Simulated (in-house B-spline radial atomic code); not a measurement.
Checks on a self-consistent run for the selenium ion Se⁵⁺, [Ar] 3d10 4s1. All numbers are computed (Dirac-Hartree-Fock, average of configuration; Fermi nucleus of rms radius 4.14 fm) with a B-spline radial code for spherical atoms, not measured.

```tsv
orbital	q	ε (Eh)	<1/r>	<r²>	small-component weight
1s1/2	2	-470.96963	34.5662	0.00261414	0.015179
2s1/2	2	-64.92305	7.71504	0.0449121	0.0030034
2p1/2	2	-58.27194	7.64586	0.0348575	0.0029697
2p3/2	4	-56.72153	7.41304	0.0362934	0.0029048
3s1/2	2	-11.73438	2.50298	0.374414	0.00070624
3p1/2	2	-9.39374	2.37871	0.393347	0.00065348
3p3/2	4	-9.16448	2.32601	0.406256	0.00063762
3d3/2	4	-5.13656	2.0623	0.461662	0.00052095
3d5/2	6	-5.10075	2.04787	0.467487	0.00051597
4s1/2	1	-2.97207	0.839289	2.74964	0.00012619
```

Electron-electron repulsion V_ee = 874.1968 hartree.

(1) What total energy follows from the eigenvalues?

(2) Does the Dirac virial theorem hold?

(3) What diamagnetic shielding (Lamb formula) and susceptibility (Langevin formula) do the radii give?

Answers

(1) The eigenvalues count the repulsion twice, so E = Σqε - V_ee = -1548.252 - 874.197 = -2422.449 hartree; the run printed -2422.449.

(2) For a point nucleus E = -2c²Σq·w, with w the small-component weight. Here Σq·w = 0.064498 and c = 137.0360, so the ratio E/(-2c²Σq·w) is 1.000014; the finite nucleus accounts for the departure from 1.

(3) σ = (α²/3)Σq<1/r> = 169.95/(3·137.036²) = 3016.7 ppm, and χ = -0.79199×10⁻⁶·Σq<r²> = -8.61×10⁻⁶ cm³/mol with Σq<r²> = 10.872 bohr². Both are non-relativistic formulas without the paramagnetism of open shells.
